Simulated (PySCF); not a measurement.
## Distorted geometries of [Nd(NO3)]2+

[Nd(NO3)]2+ (singlet in the valence; each metal's 4f electrons, 3 of them, lie in its core potential, out of spins and levels). PySCF 2.14.0, RKS PBE, Nd lcecp-1-SVP with ECP49, O def2-SVP, N def2-SVP; non-relativistic Hamiltonian with scalar-relativistic core potentials where named; density fitting; no spin-orbit coupling. Relaxed geometry:

```xyz
5

Nd    0.0000    0.0000   -0.6367
O     1.0924    0.0000    1.2873
O    -1.0924    0.0000    1.2873
N     0.0000    0.0000    2.0776
O     0.0000    0.0000    3.2391
```

**Question.** Order these distorted geometries by energy above the relaxed one, lowest first.
A.
```xyz
5

Nd    0.0451   -0.2434   -0.7578
O     1.1082    0.1101    1.3713
O    -0.9379   -0.0339    1.2204
N    -0.1265    0.0045    2.0167
O    -0.0889    0.1627    3.4038
```
B.
```xyz
5

Nd   -0.0188    0.0286   -0.5940
O     1.0707   -0.0754    1.1590
O    -0.9547    0.0722    1.1349
N     0.0916    0.1244    2.2015
O    -0.1888   -0.1499    3.3531
```
C.
```xyz
5

Nd   -0.0048    0.0145   -0.6377
O     1.2231   -0.0997    1.2458
O    -1.0915    0.0425    1.2860
N     0.0208    0.0158    2.1542
O    -0.1476    0.0269    3.2061
```

**Answer.** C (0.97 eV), B (2.23 eV), A (2.64 eV).

**Question.** Which forces (eV/Å) act in the one that lies 2.64 eV up?

**Answer.** 
```
Nd    1.27   0.33   1.13
O    -0.61  -0.76  -0.75
O   -10.47  -0.96  -5.78
N    10.93   2.62  13.13
O    -1.12  -1.23  -7.74
```
Forces carry noise of the integration grid, about 0.01 to 0.03 eV/Å.

An lcecp potential fixes the number of 4f electrons, so in runs with it no electron can move into or out of that shell.
